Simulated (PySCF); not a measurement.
Calculation: PySCF with PBE-D3(BJ)/def2-TZVP // B3LYP-D3(BJ)/def2-TZVP. All species are isolated molecules in the gas phase. One relaxed conformer stands for a flexible species; it need not be the lowest. Excitations are Tamm–Dancoff values on a coarser integration grid. The basis has no diffuse functions, so Rydberg states are missing or too high.

Reference species (SMILES): `[OH][Al]([Cl])[Cl]` (H–O–Al–Cl torsion 180°) (neutral, multiplicity 1).

- S1 oscillator strength: 0.006
- T1 excitation (TDA): 5.85 eV

Changed species: `[Al]([Cl])([OH])[OH]` (H–O–Al–Cl torsion 0°, Cl–Al–O–H torsion 180°) (2 of 3 Cl replaced by OH; the reference has 1 of 3 Cl replaced by OH).

Q: Predict the effect on the S1 oscillator strength and T1 excitation (TDA).

A: the S1 oscillator strength hardly moves; the T1 excitation (TDA) increases by 0.02 eV, to 5.87 eV.
